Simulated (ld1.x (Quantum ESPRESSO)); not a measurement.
Configuration tests for Cl (Z = 17) (TM)

| Item | Value |
| --- | --- |
| Element | Cl (Z = 17) |
| Generator | ld1.x (Quantum ESPRESSO) 7.5 |
| Type | norm-conserving Troullier–Martins (Kleinman–Bylander form) |
| Functional | PBEsol |
| Relativity | scalar-relativistic |
| Frozen core | [Ne] |
| Valence charge | 7 |
| Reference configuration | 3s2 3p4 (charge +1) |
| Partial waves | 3p (bound): rc 1.55 bohr; 3s (bound): rc 1.25 bohr |
| Local potential | the s channel |
| Core correction | a·sin(br)/r model core inside 0.60 bohr |

Energies are relative to the spin-unpolarised reference configuration 3s2 3p4; without spin polarisation the order of configurations can differ from experiment.

```json
{"valence configuration": "3s2 3p5", "charge": "0", "ΔE all-electron (eV)": "-13.835", "error AE − PS (meV)": "+5.6"}
{"valence configuration": "3s2 3p3", "charge": "+2", "ΔE all-electron (eV)": "25.398", "error AE − PS (meV)": "+8.1"}
{"valence configuration": "3s2 3p2", "charge": "+3", "ΔE all-electron (eV)": "63.653", "error AE − PS (meV)": "+51"}
{"valence configuration": "3s1 3p5", "charge": "+1", "ΔE all-electron (eV)": "12.669", "error AE − PS (meV)": "-0.2"}
{"valence configuration": "3s2 3p4.5", "charge": "+0.5", "ΔE all-electron (eV)": "-8.271", "error AE − PS (meV)": "+2.2"}
{"valence configuration": "3s1 3p6", "charge": "0", "ΔE all-electron (eV)": "-1.722", "error AE − PS (meV)": "+3.5"}
{"valence configuration": "3s2 3p1", "charge": "+4", "ΔE all-electron (eV)": "115.847", "error AE − PS (meV)": "+154"}
```
